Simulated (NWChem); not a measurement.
Species: BeH₂SO; SMILES [Be]([SH])[OH]

```xyz
5

Be     0.0186    -0.6694    -0.0618
O      0.0007    -2.0856    -0.1813
H     -0.0711    -2.8291     0.4299
S      0.0784     1.2366     0.0816
H     -1.2796     1.3269    -0.0201
```
Atoms are numbered in this order, from 1.

Geometry: optimised at PBE-D3(BJ)/def2-SVP.

 Unshifted, non-relativistic core excitations; the lowest 4 roots alone, so stronger bands may lie above.

Q: List the first O K-edge excitations from PBE/def2-TZVP, restricted-window TDA (NWChem).

A: 
| state | energy (eV) | dipole oscillator strength | leading excitation (squared amplitude) |
|---|---|---|---|
| S1 | 509.1 | 0.0008 | 1s of atom 2 or its equivalents → LUMO (0.98) |
| S2 | 509.7 | 0.0061 | 1s of atom 2 or its equivalents → LUMO+1 (0.99) |
| S3 | 510.3 | 0.0058 | 1s of atom 2 or its equivalents → LUMO+2 (0.99) |
| S4 | 510.5 | 0.0058 | 1s of atom 2 or its equivalents → LUMO+3 (0.98) |
